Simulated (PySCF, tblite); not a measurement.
Isomers of C6H13FSSi, one GFN2-xTB conformer each. Single-point energies are computed at PBE0/pcSseg-1 (PySCF, gas phase, no added dispersion term), electronic only.

Question: Rank them by PBE0/pcSseg-1 energy, lowest first (kJ/mol).
A. `[CH3:1][CH2:2][C@@:3]([CH3:4])([SiH3:5])[C:6](=[S:7])[CH2:8][F:9]` with C1–C2–C3–C4 59°, C2–C3–C6–S7 142°, C3–C6–C8–F9 -35°
B. `[CH3:1][S:2]/[CH:3]=[C:4](\[CH3:5])[CH2:6][SiH2:7][CH2:8][F:9]` with C1–S2–C3–C4 169°, C3–C4–C6–Si7 94°, C4–C6–Si7–C8 -52°, C6–Si7–C8–F9 -58°
C. `[CH3:1][CH2:2][CH2:3]/[CH:4]=[C:5](\[SiH2:6][F:7])[S:8][CH3:9]` with C1–C2–C3–C4 -179°, C2–C3–C4–C5 -114°, C4–C5–Si6–F7 -53°, C4–C5–S8–C9 -3°
D. `[CH3:1][CH2:2][C@@:3]1([F:4])[CH2:5][S:6][SiH2:7][C@H:8]1[CH3:9]` with C1–C2–C3–F4 -64°, C2–C3–C5–S6 71°, C3–C5–S6–Si7 33°, C5–S6–Si7–C8 -5°, S6–Si7–C8–C9 -150°

Answer: D (0.0), C (6.0), B (178.8), A (189.6).

As drawn, the highest has a C=S bond, which the lowest lacks. Neighbours under 10 kJ/mol apart (CC[C@@]1(F)CS[SiH2][C@H]1C and CCC/C=C(\[SiH2]F)SC) can change places with a better method, another conformer or zero-point energy. GFN2-xTB itself gives, in the same order: 0.0, 12.4, 207.9, 149.4. Both levels put the same isomer lowest; measured from each level's own lowest isomer, the values differ by up to 40.2 kJ/mol (CC[C@@](C)([SiH3])C(=S)CF: 149.4 against 189.6).

Q: Which frontier levels, dipoles and rotational constants go with these structures?

A: 
| SMILES | HOMO (eV, PBE0/pcSseg-1) | LUMO (eV) | dipole (D) | A, B, C (MHz) |
| --- | --- | --- | --- | --- |
| CC[C@@]1(F)CS[SiH2][C@H]1C | -6.90 | -0.01 | 1.58 | 1418, 1095, 806.9 |
| CCC/C=C(\[SiH2]F)SC | -6.18 | -0.59 | 2.68 | 1233, 706.4, 482.4 |
| CS/C=C(\C)C[SiH2]CF | -5.72 | 0.22 | 0.75 | 1511, 681.8, 517.1 |
| CC[C@@](C)([SiH3])C(=S)CF | -6.43 | -2.19 | 1.97 | 1097, 984.0, 953.0 |

Q: What happens when harmonic zero-point energies from GFN2-xTB frequencies are added?

A: 
```json
{"SMILES": "CC[C@@]1(F)CS[SiH2][C@H]1C", "ZPE (kJ/mol)": "463.5", "electronic (kJ/mol)": "0.0", "with ZPE (kJ/mol)": "3.8"}
{"SMILES": "CCC/C=C(\\[SiH2]F)SC", "ZPE (kJ/mol)": "453.7", "electronic (kJ/mol)": "6.0", "with ZPE (kJ/mol)": "0.0"}
{"SMILES": "CS/C=C(\\C)C[SiH2]CF", "ZPE (kJ/mol)": "446.3", "electronic (kJ/mol)": "178.8", "with ZPE (kJ/mol)": "165.4"}
{"SMILES": "CC[C@@](C)([SiH3])C(=S)CF", "ZPE (kJ/mol)": "450.5", "electronic (kJ/mol)": "189.6", "with ZPE (kJ/mol)": "180.4"}
```

The zero-point energies span 17.2 kJ/mol. CCC/C=C(\[SiH2]F)SC becomes the lowest.
